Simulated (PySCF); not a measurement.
Steps of a relaxation of [Dy(H2O)3]3+

[Dy(H2O)3]3+ (singlet in the valence; each metal's 4f electrons, 9 of them, lie in its core potential, out of spins and levels; a saddle point, relaxed within its symmetry). PySCF 2.14.0, RKS PBE0, Dy lcecp-1-SVP with ECP55, O def2-SVP, H def2-SVP; non-relativistic Hamiltonian with scalar-relativistic core potentials where named; density fitting; no spin-orbit coupling. Origin of the start: template. Columns: position (Å) and force (eV/Å). Energies are counted from the last step; some of the 6 steps are shown. Forces carry noise of the integration grid, about 0.01 to 0.03 eV/Å.

Run from Python with OMP_NUM_THREADS=2. Where DIIS fails, smearing, a level shift and second-order steps follow.
It took 23 s on 2 threads of Arm Neoverse V2 (shared host), from the converged density of the start.

```xyz
10
step 0  E = 0.468 eV
Dy    0.0000    0.0000    0.0000     0.00    0.00    0.00
O     2.4475    0.0000    0.0000    -2.26    0.00    0.00
H     3.0375    0.0000    0.7700     0.46    0.00    0.51
H     3.0375    0.0000   -0.7700     0.46    0.00   -0.51
O    -1.2237    2.1196    0.0000     1.13   -1.96    0.00
H    -1.5188    2.6306    0.7700    -0.23    0.40    0.51
H    -1.5188    2.6306   -0.7700    -0.23    0.40   -0.51
O    -1.2238   -2.1196    0.0000     1.13    1.96    0.00
H    -1.5188   -2.6306    0.7700    -0.23   -0.40    0.51
H    -1.5188   -2.6306   -0.7700    -0.23   -0.40   -0.51
```

```xyz
10
step 2  E = 0.038 eV
Dy    0.0000    0.0000    0.0000     0.00    0.00    0.00
O     2.2915    0.0000    0.0000     0.44    0.00    0.00
H     2.9288    0.0000    0.7679    -0.40    0.00   -0.21
H     2.9288    0.0000   -0.7679    -0.40    0.00    0.21
O    -1.1457    1.9845    0.0000    -0.22    0.38    0.00
H    -1.4644    2.5364    0.7679     0.20   -0.34   -0.21
H    -1.4644    2.5364   -0.7679     0.20   -0.34    0.21
O    -1.1457   -1.9845    0.0000    -0.22   -0.38    0.00
H    -1.4644   -2.5364    0.7679     0.20    0.34   -0.21
H    -1.4644   -2.5364   -0.7679     0.20    0.34    0.21
```

```xyz
10
step 3  E = 0.007 eV
Dy    0.0000    0.0000    0.0000     0.00    0.00    0.00
O     2.2610    0.0000    0.0000     0.40    0.00    0.00
H     2.8907    0.0000    0.7688    -0.21    0.00   -0.11
H     2.8907    0.0000   -0.7688    -0.21    0.00    0.11
O    -1.1305    1.9581    0.0000    -0.20    0.35    0.00
H    -1.4453    2.5034    0.7688     0.11   -0.19   -0.11
H    -1.4453    2.5034   -0.7688     0.11   -0.19    0.11
O    -1.1305   -1.9581    0.0000    -0.20   -0.35    0.00
H    -1.4453   -2.5034    0.7688     0.11    0.19   -0.11
H    -1.4453   -2.5034   -0.7688     0.11    0.19    0.11
```

Question: Where does the relaxation end?

Answer: It converges at step 5 in D3h:
```xyz
10
step 5  E = 0
Dy    0.0000    0.0000    0.0000
O     2.2608    0.0000    0.0000
H     2.8785    0.0000    0.7714
H     2.8785    0.0000   -0.7714
O    -1.1304    1.9579    0.0000
H    -1.4392    2.4929    0.7714
H    -1.4392    2.4929   -0.7714
O    -1.1304   -1.9579    0.0000
H    -1.4393   -2.4928    0.7714
H    -1.4393   -2.4928   -0.7714
```

Question: How did the contacts change?

Answer: 
| contact | start (Å) | end (Å) |
| --- | --- | --- |
| Dy1–O2 (H2O) | 2.448 | 2.261 |
| Dy1–O5 (H2O) | 2.448 | 2.261 |
| Dy1–O8 (H2O) | 2.447 | 2.261 |


An lcecp potential fixes the number of 4f electrons, so in runs with it no electron can move into or out of that shell.
